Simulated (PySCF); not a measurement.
Run record: [C5F12NO4S2]-

The script drives PySCF SCF with an in-house response code with single-precision fitted integrals, so total energies wander by about 1e-6 Eh between cycles (the fitting error itself is about 1e-3 Eh and cancels in differences); atoms count from 0. Kgrid is the grid level of the response kernel; vcut the energy (Eh) above which virtual orbitals leave the response; delta the states run by ΔSCF (the anion only where the lumo is low enough to bind); pop asks for populations, which are stored and not printed; grid is the SCF grid level (2 if not given).

For an anion in the gas phase the computed excited states may lie above the detachment threshold. The basis has no diffuse functions, so the polarisability comes out too low. Without diffuse functions Rydberg states are missing, so unbound LUMOs, wide gaps and states within about 2 eV of the ionisation energy come out too high, and electron affinities are rough.

Job and coordinates (Å):

```
{"job": {"kind": "uv", "basis": "6-31G*", "grid": 1, "kgrid": 0, "vcut": null, "nstates": 10, "ntriplets": 0, "tda": true, "delta": [], "pop": false, "xc": "B3LYP"}, "charge": -1, "multiplicity": 1}
O      1.020926    -1.464893    -1.361754
S      1.689535    -1.007206    -0.190790
O      2.589308    -1.914814     0.450403
N      0.815026    -0.240031     0.870441
S     -0.447282     0.516730     0.327420
O     -0.941840     1.478249     1.261848
O     -0.431046     0.887264    -1.049602
C     -1.798284    -0.843268     0.464639
F     -2.084725    -0.986145     1.781599
F     -1.339990    -2.044956     0.058893
C     -3.092371    -0.520725    -0.286510
F     -4.051893    -1.458674    -0.031079
F     -2.903921    -0.553969    -1.615322
C     -3.710858     0.851683     0.085598
F     -4.977738     0.898484    -0.367779
F     -3.783838     1.040929     1.396722
F     -3.080189     1.871558    -0.468299
C      2.872366     0.388735    -0.787781
F      2.334885     1.602506    -0.535495
F      3.074030     0.316508    -2.121430
C      4.222936     0.306779    -0.076758
F      4.915508    -0.769795    -0.438881
F      5.017496     1.362271    -0.354993
F      4.084918     0.294639     1.244831
```

Command:

```bash
OMP_NUM_THREADS=1 python large_run.py task.json out
```

Problem. What does the program print?

Solution. 
```
start: PBE on a coarse grid of 25929 points
cycle   1  E = -2537.4757281907  dE =  5.986e+00  |g| = 2.488e+00  |ddm| = 6.098e+00
cycle   2  E = -2529.9908506388  dE =  7.485e+00  |g| = 6.753e+00  |ddm| = 8.123e+00
cycle   3  E = -2538.3982117625  dE = -8.407e+00  |g| = 9.027e-01  |ddm| = 7.030e+00
cycle   4  E = -2538.4835002279  dE = -8.529e-02  |g| = 6.614e-01  |ddm| = 1.485e+00
cycle   5  E = -2538.5619990885  dE = -7.850e-02  |g| = 1.983e-01  |ddm| = 7.132e-01
cycle   6  E = -2538.5695120581  dE = -7.513e-03  |g| = 8.138e-02  |ddm| = 2.651e-01
cycle   7  E = -2538.5706901268  dE = -1.178e-03  |g| = 3.007e-02  |ddm| = 8.953e-02
cycle   8  E = -2538.5708428819  dE = -1.528e-04  |g| = 1.026e-02  |ddm| = 3.582e-02
cycle   9  E = -2538.5708692533  dE = -2.637e-05  |g| = 2.542e-03  |ddm| = 1.096e-02
final grid: 119256 points
cycle  10  E = -2540.4738090571  dE = -1.317e-03  |g| = 2.720e-01  |ddm| = 5.370e-01
cycle  11  E = -2540.4447155724  dE =  2.909e-02  |g| = 4.896e-01  |ddm| = 5.494e-01
cycle  12  E = -2540.4862655530  dE = -4.155e-02  |g| = 3.910e-02  |ddm| = 3.759e-01
cycle  13  E = -2540.4865565296  dE = -2.910e-04  |g| = 5.979e-03  |ddm| = 3.715e-02
cycle  14  E = -2540.4865610995  dE = -4.570e-06  |g| = 3.587e-03  |ddm| = 8.999e-03
cycle  15  E = -2540.4865639989  dE = -2.899e-06  |g| = 8.391e-04  |ddm| = 3.556e-03
cycle  16  E = -2540.4865662780  dE = -2.279e-06  |g| = 2.839e-04  |ddm| = 9.514e-04
cycle  17  E = -2540.4865642837  dE =  1.994e-06  |g| = 7.578e-05  |ddm| = 2.887e-04
converged SCF energy = -2540.4865642837

Static polarisability (au): isotropic 107.540, principal 89.466 96.412 136.742

Singlet excitations
state   eV       nm        f      main configurations
  1   6.8720    180.4   0.00687   H->L 0.90
  2   7.1422    173.6   0.07736   H-1->L 0.80
  3   7.4371    166.7   0.00930   H-3->L 0.34, H->L+1 0.26, H-2->L 0.26
  4   7.5386    164.5   0.16767   H-2->L 0.47, H->L+2 0.23, H-3->L 0.10
  5   7.6254    162.6   0.05616   H-3->L 0.47, H->L+1 0.32, H->L+2 0.10
  6   7.6775    161.5   0.05249   H->L+2 0.37, H->L+1 0.30, H-2->L 0.13
  7   7.7887    159.2   0.00077   H-4->L 0.49, H-1->L+1 0.34
  8   7.8485    158.0   0.00324   H-1->L+1 0.52, H-4->L 0.27
  9   7.9573    155.8   0.03731   H-1->L+2 0.54, H->L+3 0.18
 10   8.0677    153.7   0.00495   H-2->L+1 0.45, H-2->L+2 0.15, H-5->L 0.08
```

Problem. Roughly how long does this take on 1 thread of Intel Xeon Platinum 8259CL @ 2.50GHz (shared host), and how large is the basis?

Solution. About 2.5 min of wall time, peak memory 0.71 GiB; 344 basis functions and 1334 fitting functions.
